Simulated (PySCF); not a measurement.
**`InChI=1S/C3H5BrO2/c1-6-2-3(4)5/h2H2,1H3`: coupling constants with relativity**

Geometry (Å), atoms numbered from 1 in this order:
```xyz
11

C     1.541   -0.303    0.397
O     0.379   -1.052    0.151
C    -0.604   -0.390   -0.545
C    -1.350    0.635    0.288
O    -1.160    0.936    1.410
Br   -2.775    1.483   -0.786
H     2.265   -0.975    0.874
H     1.979    0.080   -0.545
H     1.349    0.546    1.074
H    -0.234    0.138   -1.448
H    -1.353   -1.122   -0.890
```

Calculated values (PySCF 2.14.0): indirect couplings, PBE0/pcJ-1 (dyall-v2z on Br), gas phase, finite nuclei, PBE0-D3(BJ)/def2-SVP geometry.

Non-relativistic values:
| coupling | atoms | J (Hz) |
| --- | --- | --- |
| 1J(79Br,13C) | Br6 – C4 | -211.3 |
| 2J(79Br,13C) | Br6 – C3 | 20.9 |
| 2J(79Br,17O) | Br6 – O5 | 46.0 |
| 3J(79Br,17O) | Br6 – O2 | 8.3 |
| 3J(79Br,1H) | Br6 – H10/H11 | -2.9 |
| 5J(79Br,1H) | Br6 – H7/H8/H9 | 1.4 |

What do two-component X2C with spin–orbit coupling give?

Results:


```
    coupling           atoms  with spin–orbit (Hz)
1J(79Br,13C)        Br6 – C4                -218.0
2J(79Br,13C)        Br6 – C3                  20.1
2J(79Br,17O)        Br6 – O5                  47.0
3J(79Br,17O)        Br6 – O2                   8.8
 3J(79Br,1H)   Br6 – H10/H11                  -3.0
 5J(79Br,1H)  Br6 – H7/H8/H9                   1.5
```

The largest listed coupling, 1J(79Br,13C), ends at 1.03 times its non-relativistic value. Equivalent partners are averaged, as under fast rotation. Couplings to strongly quadrupolar nuclei (79Br) are seldom resolved in solution.
